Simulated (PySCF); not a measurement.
The complex [MoBr6]2- (charge -2) contains Mo(IV), shell d2. The structure is a PBE0-D3(BJ)/def2-SVP, IEF-PCM water geometry optimised for multiplicity 3; coordination octahedral, point group Oh, metal–donor distances 2.55 Å.

The d shell alone is too small an active space for [MoBr6]2- (an active orbital has only 0.59 squared overlap with the free ion's shell): its levels, fitted parameters, g values and moments show what this model gives and aren't sound predictions.

```
7

Mo    0.0000    0.0000    0.0000
Br    2.5539    0.0000    0.0000
Br   -2.5539    0.0000    0.0000
Br    0.0000    2.5539    0.0000
Br    0.0000   -2.5539    0.0000
Br    0.0000    0.0000    2.5539
Br    0.0000    0.0000   -2.5539
```

Method (PySCF 2.14, density fitting): CASSCF(2,5) with orbitals averaged over all microstates of the shell, strongly contracted NEVPT2 on the averaged canonical orbitals; basis x2c-TZVPall on the metal, x2c-SVPall elsewhere; spin-free X2C; IEF-PCM water; spin-orbit coupling by state interaction with the mean-field operator over all roots.

Problem. Which term lies lowest, and with what spin?

Solution. 3T1g (S = 1, orbital degeneracy 3), with 2.0 electrons in the lower (t2g-type) set and 0.0 in the upper (eg-type) set, by NEVPT2.

Problem. List the excited states of the same spin.

Solution. By NEVPT2: 3T2g at 24198 cm⁻¹ (413 nm); 3T1g at 28985 cm⁻¹ (345 nm); 3A2g at 48520 cm⁻¹ (206 nm). All are electric-dipole forbidden at this geometry.

Problem. Which is the lowest state of another spin?

Solution. 1T2g at 7822 cm⁻¹ by NEVPT2; CASSCF alone puts it at 9302 cm⁻¹ above the same ground state.

Problem. What ligand-field parameters describe the result?

Solution. At CASSCF level (the NEVPT2 levels don't fit a ligand-field model well): orbital energies 0, 0, 0, 21634, 21634 cm⁻¹; 10Dq = 21634 cm⁻¹; B = 571 cm⁻¹; C = 2410 cm⁻¹; B over its free-ion value at the same level 0.660; the fit misses the states by 597 cm⁻¹ rms, so splittings below that are unsure; spin-orbit coupling on the heavy ligands mixes in, so no single ζ describes it.

Problem. What are the magnetic parameters?

Solution. Degenerate or low-lying orbital states mix with the ground state, so no spin-only Hamiltonian applies. The lowest spin-orbit level is 2-fold; the next lies at 17.9 cm⁻¹. The two lowest states form a pseudo-doublet split by 0.001 cm⁻¹ with g_z = 0.00. μeff is 1.81 μB at 300 K and 0.93 μB at 10 K; the spin-only value is 2.83 μB.

No frequencies were computed for the optimised geometry. Charge-transfer states lie outside this active space and may come lower than some of these levels. The ground state is orbitally degenerate in this regular structure, which would distort (Jahn–Teller), so its moment is that of the undistorted model. NEVPT2 lifts 3T2g from 20859 to 24198 cm⁻¹; on the d shell alone it tends to overshoot states that fill the eg-type orbitals. NEVPT2 on the d shell alone tends to put d–d bands too high for such charged or covalently bound ions. The geometry optimisation stopped short of its thresholds.

The job took 2.7 min on one thread of Intel Xeon Platinum 8488C (shared host), with 255 basis functions and a peak of 1.3 GiB, launched as `OMP_NUM_THREADS=1 python lf_run.py task.json out`.
